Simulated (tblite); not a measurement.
HSSi, charge +1, singlet, geometry from GFN2-xTB; GFN1-xTB (tblite).

Here is a job for tblite.
```
$ tblite run mol.xyz --method gfn1 --charge 1 --spin 0 --etemp 2000 --json tblite.json --no-restart

# file mol.xyz
3

Si     1.02786580    -0.53374027    -0.01003020
S     -0.79987047     0.50345971     0.01180767
H     -1.59219374    -0.58299159    -0.04849990
```

**Question.** Write the output that tblite gives for this input, abridged.

**Answer.** 
```
xTB calculator
 | screened Coulomb repulsion
 | Coulomb electrostatics
 |  * isotropic Klopman-Ohno-Mataga-Nishimoto electrostatics
 |  * onsite third-order electrostatics
 | DFT-D3(BJ) dispersion correction

halogen bonding energy    0.0000000000000E+00 Eh
repulsion energy          2.2750157332949E-02 Eh
dispersion energy        -7.6881861100330E-04 Eh
number of electrons       1.0000000000000E+01 e
integral cutoff           2.8146159136829E+01 bohr

------------------------------------------------------------
  cycle        total energy    energy error   density error
------------------------------------------------------------
      1     -5.299524925284  -5.3215063E+00   6.9985006E-01
      2     -5.475978927943  -1.7645400E-01   3.0929746E-01
      3     -5.574186032243  -9.8207104E-02   2.3786561E-01
      4     -5.585534837313  -1.1348805E-02   1.3402851E-01
      5     -5.608256992848  -2.2722156E-02   1.1652454E-02
      6     -5.608324045223  -6.7052375E-05   3.8595799E-03
      7     -5.608337937582  -1.3892358E-05   1.9502207E-03
      8     -5.608341486982  -3.5494007E-06   7.9112811E-04
      9     -5.608342174224  -6.8724158E-07   1.7761343E-05
------------------------------------------------------------

electronic energy        -5.6303235129458E+00 Eh
total energy             -5.6083421742238E+00 Eh

Post processing:
 | Mayer-Wiberg bond orders

[Info] JSON dump of results written to 'tblite.json'
```
